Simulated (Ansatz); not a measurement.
The cluster As₆⁺. The state is a doublet with charge 1. Geometry PBE-D4/def2-SVP, basis def2-SVP, Ansatz.

```xyz
6

As   -0.9928    1.3523   -2.2245
As    0.5418   -1.0086    2.9211
As   -1.0260   -0.5670   -0.7379
As    1.1641   -0.3379    0.6691
As   -0.2826   -0.6822   -3.0493
As    0.5955    1.2434    2.4216
```

```tsv
run	HOMO (eV)	LUMO (eV)
A	-9.64	-9.21
B	-10.48	-8.66
C	-9.38	-9.01
D	-9.98	-9.28
```

Another isomer (doublet) lies 0.84 eV lower at PBE0-D4/def2-SVP; other spin states weren't run for this one.

HOMO and LUMO are taken over both spins.

The runs used BLYP, PBE, PBE0, r2SCAN. Estimate which is which.

A PBE (0 % exact exchange); B PBE0 (25 % exact exchange); C BLYP (0 % exact exchange); D r2SCAN (0 % exact exchange). Exact exchange lowers occupied and raises empty levels; among semilocal functionals meta-GGAs tend to open the gap a little, and such runs are hard to tell apart. The gap grows from 0.37 eV (BLYP) to 1.82 eV (PBE0).
